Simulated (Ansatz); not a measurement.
```yaml
crystal:
  periodic: [false, false, false]
  atoms:
    - {symbol: Cl, position_ang: [0.362209, -0.350036, 2.325752]}
    - {symbol: C, position_ang: [-0.451882, -0.282806, 1.051034]}
    - {symbol: C, position_ang: [0.500732, -0.550410, -0.417336]}
    - {symbol: Al, position_ang: [0.241496, 1.318569, -0.960780]}
    - {symbol: Cl, position_ang: [0.749099, 2.757687, -1.997291]}
    - {symbol: O, position_ang: [-1.058003, 0.795917, 0.336959]}
    - {symbol: H, position_ang: [-1.535144, -0.935571, 0.785547]}
    - {symbol: H, position_ang: [1.445660, -0.881894, -0.178132]}
    - {symbol: H, position_ang: [-0.382311, -1.580291, -1.381025]}
basis:
  gaussian: {orbitals: x2c-TZVPPall}
magnetization: {spin_polarized: true, initial_magnetization: 1}
hamiltonian: {xc: {name: HF}}
accuracy: high
output: {forces: true}
```

```sh
$ ansatz run in.yaml --threads 4 --pin off --events-out ev --progress --plain --max-ram 10444MiB
```

Shortened log:

```
Error: a molecule whose nuclei and cores have a total charge of 70 cannot have a net charge of 0 together with 1 unpaired electrons
```

(1) Something in this input is off. What?

Answers

(1) The number of unpaired electrons doesn't fit the electron count. The program refused the input.
